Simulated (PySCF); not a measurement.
**Excitation energy of Ga by level of theory**

Ga [Ar] 3d10 4s2 4p1 (2P) → Ga [Ar] 3d10 4s2 5s1 (2S), as a difference of total energies. All numbers are calculated (PySCF 2.14, a scalar-relativistic core potential, in aug-cc-pVTZ-PP with ECP10MDF (6s5p4d2f, 55 functions)). Correlated levels: valence: 3s2 3p6 3d10 frozen. The calculations carry no spin-orbit coupling.

```csv
method,excitation energy (cm⁻¹),error (cm⁻¹)
UHF,22931,-1307
LDA,23627,-610
PBE,23072,-1166
PBE0,23677,-560
r2SCAN,25312,+1075
r2SCANh,25334,+1096
wB97X-V,24307,+69
M06-2X,22615,-1623
BP86,23679,-559
MP2 (valence),23579,-659
SCS-MP2 (valence),23580,-657
```

Reference: 24238 cm⁻¹ (measured; NIST levels, between the centres of gravity of the two terms).

Errors of the correlated levels include the incompleteness of this basis and the frozen core.
